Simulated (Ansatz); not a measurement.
C3H7B can be A, `B/C=C/C`, or B, `CC1BC1`.

Gas-phase electronic energies from Ansatz, PBE0-D4/def2-TZVP geometries. CCSD(T)/CBS adds triple-zeta CCSD(T) − MP2 to the extrapolated MP2 energy (def2 sets, frozen cores). Functionals use def2-TZVPP.

A:

```xyz
11

B    -1.955    0.787    0.346
C    -0.494    0.409    0.569
C     0.203   -0.233   -0.385
C     1.621   -0.659   -0.301
H    -2.474    0.503   -0.697
H    -2.598    1.358    1.180
H     0.029    0.642    1.497
H    -0.313   -0.470   -1.316
H     1.704   -1.742   -0.439
H     2.072   -0.389    0.654
H     2.205   -0.205   -1.109
```

B:

Z-matrix (Å, degrees):
```
C
C 1 1.511
H 1 1.094 2 111.3
H 1 1.093 2 111.3 3 -120.7
H 1 1.094 2 111.3 3 119.6
B 2 1.525 1 122.6 3 -149.2
C 2 1.540 1 120.0 3 -78.1
H 2 1.090 1 113.8 3 61.6
H 6 1.185 2 149.9 1 -67.4
H 7 1.086 2 118.0 1 135.9
H 7 1.089 2 117.6 1 -3.9
```

(1) Which is lower in electronic energy at CCSD(T)/CBS, and by how much? (An estimate is asked.)

(2) Give E(B) − E(A) in kcal/mol with HF/def2-TZVPP, BLYP-D4, PBE-D4, CCSD(T)/def2-SVP, r2SCAN-D4, PBE0-D4, ωB97M-V. (Best estimate.)

(3) Does the order hold for the free energy at 298.15 K (harmonic terms from PBE0-D4)? (Best estimate.)

Largest T1 diagnostic: 0.011.

## Answers

(1) The calculation gave: A, by 17.3 kcal/mol.

(2) The calculation gave: HF/def2-TZVPP 22.3, BLYP-D4 20.5, PBE-D4 14.5, CCSD(T)/def2-SVP 17.7, r2SCAN-D4 14.9, PBE0-D4 13.4, ωB97M-V 15.0. None reverses the order clearly.

(3) Computed: Yes: G(B) − G(A) = +18.0 kcal/mol.

From BLYP to BHLYP (50 % exact exchange), in def2-TZVPP and without D4, E(B) − E(A) moves by −2.0 kcal/mol. Leaving LDA and LC-ωPBE aside and taking each functional with its dispersion term where it has one, the values spread over 7.1 kcal/mol, from PBE0-D4 to BLYP-D4. LDA lies −4.2 kcal/mol from PBE without D4.
